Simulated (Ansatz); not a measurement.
Ansatz results at the PBE0-D4/def2-TZVP geometry: size of the dipole moment (PBE/def2-TZVPP) 6.95 D; LUMO energy (PBE/def2-TZVPP) -1.34 eV; HOMO–LUMO gap (PBE/def2-TZVPP) 2.78 eV.

Each molecule was computed in one conformer, which needn't be the lowest.

(1) Which molecule gave them?
A. `[NH3+][Cu-][OH]`
B. `CC#[N+][Cu-][Cl]`
C. `[NH2][Cu-][OH2+]`
D. `CC#[N+][Cu-][OH]`

## Answers

(1) A. The others give `CC#[N+][Cu-][OH]`: 8.28, -1.53, 2.95; `CC#[N+][Cu-][Cl]`: 10.09, -1.82, 3.53; `[NH2][Cu-][OH2+]`: 5.47, -1.71, 2.26.
